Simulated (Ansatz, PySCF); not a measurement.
Pulling on the O3–H9 bond in CH6OSi (SMILES C[SiH2]O) (multiplicity 1 held, fragments rigid). Energies count from the point at 0.960 Å.
Geometry at that point (charge 0, multiplicity 1):
```xyz
9

Si    -0.164     0.445     0.178
C      1.561    -0.242    -0.026
O     -1.328    -0.582    -0.401
H     -0.327     1.686    -0.610
H     -0.400     0.738     1.616
H      1.695    -1.161     0.549
H      2.302     0.481     0.327
H      1.774    -0.462    -1.074
H     -1.484    -1.406     0.066
```

Restricted levels (R-, RO-) in cc, def2 and unpolarised 6-31G sets keep to the state of the molecule at rest. U- levels take the lowest unrestricted solution at each point, which mixes spins at long bonds. Left out are points that failed, MP2 points that dive below the minimum, coupled-cluster points behind a jump of the amplitudes or a sharp parting from full CI or MRCI, small-basis points behind a change of solution, and semi-empirical points at long bonds. Curves can end on different states.

Rows in 6-31G* carry no dispersion term and start afresh at each structure (6-31G* with six Cartesian d functions).

Run with Ansatz (a first-principles code) with Gaussian orbitals; PySCF for 6-31G* rows. Values without a source in brackets are computed.

Energies in eV.

```json
[
 {"R (Å)": "0.768", "U-HF/6-31G*": "?", "U-PBE/cc-pV(T+d)Z": "1.63", "R-r2SCAN/cc-pV(T+d)Z": "1.55", "U-r2SCAN/cc-pV(T+d)Z": "1.55", "U-B3LYP/6-31G*": "1.66"},
 {"R (Å)": "0.864", "U-HF/6-31G*": "0.24", "U-PBE/cc-pV(T+d)Z": "0.34", "R-r2SCAN/cc-pV(T+d)Z": "0.30", "U-r2SCAN/cc-pV(T+d)Z": "0.30", "U-B3LYP/6-31G*": "0.34"},
 {"R (Å)": "0.960", "U-HF/6-31G*": "0.00", "U-PBE/cc-pV(T+d)Z": "0.00", "R-r2SCAN/cc-pV(T+d)Z": "0.00", "U-r2SCAN/cc-pV(T+d)Z": "0.00", "U-B3LYP/6-31G*": "0.00"},
 {"R (Å)": "1.056", "U-HF/6-31G*": "0.28", "U-PBE/cc-pV(T+d)Z": "0.16", "R-r2SCAN/cc-pV(T+d)Z": "0.20", "U-r2SCAN/cc-pV(T+d)Z": "0.20", "U-B3LYP/6-31G*": "0.17"},
 {"R (Å)": "1.152", "U-HF/6-31G*": "0.81", "U-PBE/cc-pV(T+d)Z": "0.58", "R-r2SCAN/cc-pV(T+d)Z": "0.65", "U-r2SCAN/cc-pV(T+d)Z": "0.65", "U-B3LYP/6-31G*": "0.59"},
 {"R (Å)": "1.296", "U-HF/6-31G*": "1.81", "U-PBE/cc-pV(T+d)Z": "1.39", "R-r2SCAN/cc-pV(T+d)Z": "1.51", "U-r2SCAN/cc-pV(T+d)Z": "1.51", "U-B3LYP/6-31G*": "1.40"},
 {"R (Å)": "1.440", "U-HF/6-31G*": "2.77", "U-PBE/cc-pV(T+d)Z": "2.22", "R-r2SCAN/cc-pV(T+d)Z": "2.40", "U-r2SCAN/cc-pV(T+d)Z": "2.40", "U-B3LYP/6-31G*": "2.25"},
 {"R (Å)": "1.680", "U-HF/6-31G*": "3.43", "U-PBE/cc-pV(T+d)Z": "3.45", "R-r2SCAN/cc-pV(T+d)Z": "3.71", "U-r2SCAN/cc-pV(T+d)Z": "3.69", "U-B3LYP/6-31G*": "3.51"},
 {"R (Å)": "1.920", "U-HF/6-31G*": "3.61", "U-PBE/cc-pV(T+d)Z": "4.32", "R-r2SCAN/cc-pV(T+d)Z": "4.74", "U-r2SCAN/cc-pV(T+d)Z": "4.42", "U-B3LYP/6-31G*": "4.27"},
 {"R (Å)": "2.207", "U-HF/6-31G*": "?", "U-PBE/cc-pV(T+d)Z": "4.78", "R-r2SCAN/cc-pV(T+d)Z": "5.61", "U-r2SCAN/cc-pV(T+d)Z": "4.83", "U-B3LYP/6-31G*": "4.66"},
 {"R (Å)": "2.591", "U-HF/6-31G*": "?", "U-PBE/cc-pV(T+d)Z": "5.02", "R-r2SCAN/cc-pV(T+d)Z": "6.34", "U-r2SCAN/cc-pV(T+d)Z": "5.04", "U-B3LYP/6-31G*": "4.86"},
 {"R (Å)": "3.071", "U-HF/6-31G*": "left out", "U-PBE/cc-pV(T+d)Z": "5.11", "R-r2SCAN/cc-pV(T+d)Z": "6.83", "U-r2SCAN/cc-pV(T+d)Z": "5.12", "U-B3LYP/6-31G*": "4.93"}
]
```

Q: Fill in the missing entries.

A: 
- 2.207, U-HF/6-31G*: 3.65
- 2.591, U-HF/6-31G*: 3.65
- 0.768, U-HF/6-31G*: 1.48

Doubts at one or more of the structures used: a spin-contaminated determinant (U-HF/6-31G*, U-PBE/cc-pV(T+d)Z, U-r2SCAN/cc-pV(T+d)Z, U-B3LYP/6-31G*); a restricted determinant that unrestricted orbitals would lower (R-r2SCAN/cc-pV(T+d)Z).
